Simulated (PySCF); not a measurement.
Compound: C₆H₈NO₂P.
Atom-mapped SMILES: `[CH3:1][O:2][C:3](=[O:4])[c:5]1[p:6][cH:7][cH:8][n:9]1[CH3:10]`

Probes without a nucleus sit at each ring's centroid and 1 Å off its mean plane on both sides; NICS is minus the shielding there, NICSzz its component along the normal. Level: GIAO PBE0/pcSseg-1 (PySCF, non-relativistic, gas phase) on the GFN2-xTB geometry, one conformer.

Ring bond lengths (Å), with Mayer bond orders in brackets: C5–P6 1.739 (1.33), P6–C7 1.750 (1.26), C7–C8 1.369 (1.47), C8–N9 1.344 (1.20), N9–C5 1.365 (1.10).

**Question.** Give the NICS values of each ring in ppm.

**Answer.** 
```json
{"ring": "C5–P6–C7–C8–N9", "type": "5-membered ring with N and P; formal bonds all aromatic", "NICS(0)": "-12.0", "NICS(1), two faces": "-11.1 / -11.1", "NICS(1)zz, two faces": "-26.4 / -26.4", "rms pucker (Å)": "0.00", "centre to ring atoms, mean (Å)": "1.28"}
```

**Question.** What do they say, and how far can they be read as aromaticity?

**Answer.** 
- C5–P6–C7–C8–N9: mean NICS(1)zz -26.4 ppm, shielded.

**Question.** And the bond-length index? HOMA = 1 − mean of α(R − Ropt)² over the ring bonds, with Krygowski's 1993 parameters (CC: Ropt 1.388 Å, α 257.7 Å⁻²; CN: Ropt 1.334 Å, α 93.52 Å⁻²; CP: Ropt 1.698 Å, α 118.91 Å⁻²).

**Answer.** 
- C5–P6–C7–C8–N9: HOMA 0.86; the largest term is that of P6–C7, α(R − Ropt)² = 0.33.

**Question.** How shielded are the nuclei of the rings and their hydrogens (means over atoms taken as equivalent)?

**Answer.** 
```
  atoms                          environment  σ isotropic (ppm)
     C5          substituted aromatic carbon               28.4
     P6             phosphorus bonded to 2 C              129.5
     C7                   aromatic CH carbon               46.5
     C8  aromatic CH next to a ring nitrogen               46.0
     N9                pyrrole-type nitrogen               64.8
H on C7                    aromatic hydrogen              24.30
H on C8                    aromatic hydrogen              24.35
```

The values belong to the conformer `[CH3:1][O:2][C:3](=[O:4])[c:5]1[p:6][cH:7][cH:8][n:9]1[CH3:10]`: C1–O2–C3–O4 0°, O2–C3–C5–P6 0°.
